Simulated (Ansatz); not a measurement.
Frontier orbitals of C$_{2}$HClFIn (`C#[C][In]([F])[Cl]`).

The species carries charge 0 and has multiplicity 1. Correlated methods include outer-core shells of In, which these sets cover unevenly. In: def2 effective core potential. All single points use the PBE0-D4/def2-TZVP geometry. Basis def2-TZVPP, Ansatz.

```json
{"functional": "PBE", "HOMO (eV)": "-7.71", "LUMO (eV)": "-2.88", "gap (eV)": "4.83"}
{"functional": "PBE0", "HOMO (eV)": "-8.96", "LUMO (eV)": "-1.98", "gap (eV)": "6.98"}
{"functional": "HSE06 (plane-wave form)", "HOMO (eV)": "-8.55", "LUMO (eV)": "-2.35", "gap (eV)": "6.20"}
{"functional": "ωB97X-V", "HOMO (eV)": "-11.36", "LUMO (eV)": "-0.08", "gap (eV)": "11.28"}
{"functional": "ωB97M-V", "HOMO (eV)": "-11.23", "LUMO (eV)": "-0.30", "gap (eV)": "10.93"}
```

A quarter of exact exchange (PBE0) shifts PBE's HOMO by −1.25 eV and its LUMO by +0.89 eV; full exchange at long range (ωB97M-V) shifts them by −3.53 and +2.57 eV. The gap opens from 4.83 to 10.93 eV, since occupied levels lose self-interaction and empty ones feel all the electrons.
